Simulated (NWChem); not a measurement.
Species: CH₆AlNO₂; SMILES C[NH][Al]([OH])[OH]

```xyz
11

Al    -0.0836    -0.5214     0.0000
N      0.7271     1.0596     0.0000
C      0.0895     2.3735     0.0000
H      1.7382     1.1278     0.0000
H      0.3551     2.9655    -0.8887
H      0.3551     2.9655     0.8887
H     -0.9981     2.2533     0.0000
O     -1.7953    -0.5408     0.0000
H     -2.2503    -1.3915     0.0000
O      0.7485    -2.0213     0.0000
H      1.7110    -2.0724     0.0000
```
Atoms are numbered in this order, from 1.

Computed with NWChem. All runs use the structure optimised with B3LYP/6-31G* (spherical d). GIAO values for the isolated, static molecule; σ is the absolute isotropic shielding, δ = σ(reference) − σ with the isolated reference molecule computed at the same levels (13C: tetramethylsilane, 1H: tetramethylsilane, 15N: ammonia, 17O: water).

For level PBE0/pcSseg-1:

| Quantity | Result |
|---|---|
| δ N2 (ppm) | 12.7 |
| δ C3 (ppm) | 32.5 |
| δ H5 (rotor mean) (ppm) | 2.74 |
| δ O8 (ppm) | -1.2 |
| δ O10 (ppm) | 7.0 |
| δ H11 (ppm) | 1.04 |

Task: What are these values for level KT2/pcSseg-1?

Result: 
| Quantity | Value |
|---|---|
| δ N2 (ppm) | 18.8 |
| δ C3 (ppm) | 34.7 |
| δ H5 (rotor mean) (ppm) | 2.86 |
| δ O8 (ppm) | 0.4 |
| δ O10 (ppm) | 11.1 |
| δ H11 (ppm) | 0.91 |
